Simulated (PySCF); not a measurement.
A calculated (PBE0, PySCF 2.14, 6-31G*, no relativity, point nucleus) atom or ion has these occupied shells.

```json
{"shell": "1s α", "electrons": "1", "orbital energy (eV)": "-435.51", "rms radius, mean of both spins (bohr)": "0.266"}
{"shell": "1s β", "electrons": "1", "orbital energy (eV)": "-434.72", "rms radius, mean of both spins (bohr)": "0.266"}
{"shell": "2s α", "electrons": "1", "orbital energy (eV)": "-52.247", "rms radius, mean of both spins (bohr)": "1.30"}
{"shell": "2s β", "electrons": "1", "orbital energy (eV)": "-49.760", "rms radius, mean of both spins (bohr)": "1.30"}
{"shell": "2p α", "electrons": "1", "orbital energy (eV)": "-41.316", "rms radius, mean of both spins (bohr)": "1.25"}
```

Problem. Name the element and its charge.

Solution. N²⁺ (nitrogen, charge +2), in [He] 2s2 2p1, 2P determinant.
